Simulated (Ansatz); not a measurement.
Li2Cl2. The state is a triplet with charge 0. Geometry r2SCAN-D4/def2-TZVP; atoms count from 1.

```tsv
atom	x (Å)	y (Å)	z (Å)
Li1	-0.507	-0.476	-1.356
Li2	-0.791	0.988	0.849
Cl3	1.270	0.741	-0.328
Cl4	0.029	-1.253	0.836
```

In the triplet, Cl3 and Cl4 lie 2.62 Å apart (atoms count from 1), so these atoms are partly bonded to each other. At PBE0-D4/def2-TZVP a singlet of charge 0 lies 4.93 eV below the triplet, each at its own geometry. The structure comes from a short search, and lower isomers may exist.

(1) Estimate the Mulliken populations from the PBE0/def2-TZVP orbitals of Ansatz.

(2) Where does the spin sit?

(3) And the Mayer bond orders between bonded heavy atoms (over 0.3)?

## Answers

(1) 
| atom | charge (e) | spin (α − β) |
| --- | --- | --- |
| Li1 | 0.34 | 0.50 |
| Li2 | 0.34 | 0.50 |
| Cl3 | -0.34 | 0.50 |
| Cl4 | -0.34 | 0.50 |
Mulliken values and Mayer orders depend strongly on the basis.

(2) Summed by element: Li 1.00, Cl 1.00, of 2 unpaired in all. Largest on single atoms: Li1 0.50, Li2 0.50, Cl3 0.50.

(3) Li1–Li2 0.51 (2.66 Å). Values over 0.3 also appear between atoms too far apart for a bond (Cl3–Cl4 0.50 at 2.62 Å); they arise where an orbital or an unpaired electron spreads over both atoms.
